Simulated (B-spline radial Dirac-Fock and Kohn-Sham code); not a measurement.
**Binding energies of Er³⁺ at several levels of theory**

System: Er³⁺ in the configuration [Xe] 4f11.

The density-functional columns are spherical, spin-unpolarised Dirac-Kohn-Sham results without Breit or QED terms: −ε is minus the orbital energy of the initial state and ΔSCF the difference of two total energies. The reference in the last column comes from Dirac-Fock ΔSCF + Breit + QED. All numbers are from a radial finite-basis atomic code, in eV; a selection of levels is shown. For the 1s level of heavy atoms much of the gap between ΔSCF and the reference is the Breit and QED part, -263.5 eV here; for other levels the error of the functional can be larger.

| level | PBE −ε | PBE ΔSCF | LDA −ε | LDA ΔSCF | Dirac-Fock |
| --- | --- | --- | --- | --- | --- |
| K (1s) | 57326.7 | 57823.3 | 57275.4 | 57770.4 | 57518.8 |
| L1 (2s) | 9653.2 | 9742.7 | 9646.0 | 9735.9 | 9794.7 |
| L2 (2p1/2) | 9197.0 | 9311.7 | 9193.8 | 9308.7 | 9301.0 |
| L3 (2p3/2) | 8280.2 | 8381.4 | 8278.1 | 8379.5 | 8394.6 |
| M1 (3s) | 2189.2 | 2215.2 | 2187.2 | 2213.3 | 2261.1 |
| M2 (3p1/2) | 1988.8 | 2016.6 | 1988.0 | 2015.9 | 2046.1 |
| M3 (3p3/2) | 1796.2 | 1821.9 | 1795.7 | 1821.5 | 1852.9 |
| M4 (3d3/2) | 1453.1 | 1483.9 | 1453.2 | 1484.1 | 1489.8 |
| M5 (3d5/2) | 1411.0 | 1441.0 | 1411.2 | 1441.2 | 1448.5 |
| N1 (4s) | 458.7 | 470.9 | 457.8 | 470.1 | 494.6 |
| N2 (4p1/2) | 378.5 | 390.7 | 378.1 | 390.3 | 407.8 |
| N3 (4p3/2) | 335.1 | 346.9 | 334.5 | 346.4 | 364.5 |
| N4 (4d3/2) | 203.0 | 214.6 | 203.0 | 214.6 | 220.8 |
| N5 (4d5/2) | 195.1 | 206.5 | 195.1 | 206.5 | 213.0 |
| N6,7 (4f) | 35.38 | 45.54 | 35.74 | 45.91 | 41.27 |
| O1 (5s) | 81.83 | 89.86 | 82.14 | 90.18 | 92.09 |
| O2 (5p1/2) | 59.51 | 67.01 | 59.84 | 67.36 | 65.20 |
| O3 (5p3/2) | 53.64 | 60.79 | 53.90 | 61.07 | 59.27 |

Task: Order the estimates of the K (1s) level by their distance from the Dirac-Fock value, nearest first.
A. PBE −ε
B. PBE ΔSCF
C. LDA −ε
D. LDA ΔSCF

Result: A (192.0 eV), C (243.4 eV), D (251.6 eV), B (304.6 eV).

An eigenvalue near the reference for a deep level is a cancellation of errors: it lacks relaxation, carries self-interaction and omits Breit and QED terms.

Values without a named source are computed, but for edge energies of neutral atoms, which are taken from tables.
